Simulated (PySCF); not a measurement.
Trend along the halogens: MGe anions

PBE0 with triple-zeta basis sets in PySCF, for the lowest determinant that a PBE0 search found; no spin–orbit coupling. De refers to high-spin ground-configuration atoms (the charge goes to the atom of lower measured ionisation energy or higher electron affinity, which is not always the lowest computed limit). A positive dipole points towards Ge; it is taken about the centre of mass and depends on that origin.

| M | basis | charged atom | state (unpaired electrons) | Re (Å) | ωe (cm⁻¹) | De (eV) | μ (D) |
| --- | --- | --- | --- | --- | --- | --- | --- |
| F | def2-TZVPPD | F− | triplet (π ↑↑) | 1.863 | 497 | 2.91 | 0.38 |
| Cl | def2-TZVPPD | Cl− | triplet (π ↑↑) | 2.356 | 278 | 1.88 | 0.89 |
| I | def2-TZVPPD | I− | triplet (π ↑↑) | 2.734 | 165 | 1.54 | -1.90 |

The row for M = Br is missing. Estimate Re, ωe and De as the mean of the rows for Cl and I, and compare with the calculation.

The means are 2.545 Å, 222 cm⁻¹ and 1.71 eV. PBE0 in def2-TZVPPD gives GeBr⁻ as a triplet (π ↑↑) with Re = 2.525 Å, ωe = 201 cm⁻¹, De = 1.69 eV, so the estimate is off by +2.0 pm, +10 % and +0.02 eV.

Spin–orbit coupling is left out, which matters for elements this heavy, above all for dissociation energies. For an ion De counts to the pair picked by the measured ionisation energies or electron affinities, which need not be the lowest pair at this level. The highest Kohn–Sham level is positive in some of these anions. Much of that is self-interaction error, but it also means that the finite basis helps to hold the extra electron. States were picked by a PBE0 search and need not be the measured ground states.
